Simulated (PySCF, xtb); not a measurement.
VO₃, SMILES [O]=[V](=[O])=[O] (connectivity only; charge and spin as stated), neutral, multiplicity 2.

Harmonic wavenumbers (cm⁻¹) from GFN2-xTB run with xtb at its own minimum, in rising order: 209, 209, 307, 847, 883, 883.

**Question.** What does PySCF with B3LYP-D3(BJ)/def2-SVP give at its own minimum? (Estimate from the structure and the level; the computed values follow.)

**Answer.** 178, 227, 347, 636, 1011, 1038. Paired by order, the mean absolute difference is 97 cm⁻¹ and the zero-point energies are 4.8 and 4.9 kcal/mol.
